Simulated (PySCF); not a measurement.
How methods differ on the interval between two levels of Cd

Cd [Kr] 4d10 5s2 → Cd [Kr] 4d10 5s1 6s1 [3S1, M_J = 1], as a difference of total energies. Calculation: PySCF 2.14, in x2c-TZVPall-2c with one added diffuse shell each of s, p, d type (9s10p8d1f, 86 functions); the two-component X2C-1e Hamiltonian. Correlated levels: [Ar] 3d10 frozen; the 6 highest virtual spinors dropped. "Screened" scales the spin-orbit matrix elements by Boettger's factors to mimic the two-electron term; Breit and QED terms are absent.

```csv
method,interval between two levels (cm⁻¹),error (cm⁻¹)
GHF (spin-free),40016,-11468
GMP2 (spin-free),48988,-2496
GHF (screened spin-orbit),40028,-11456
GMP2 (screened spin-orbit),49005,-2479
```

Reference: 51484 cm⁻¹ (measured; NIST Handbook of Basic Atomic Spectroscopic Data (Sansonetti and Martin, J. Phys. Chem. Ref. Data 34, 1559 (2005))).

Errors of the correlated levels include the incompleteness of this basis and the frozen core.
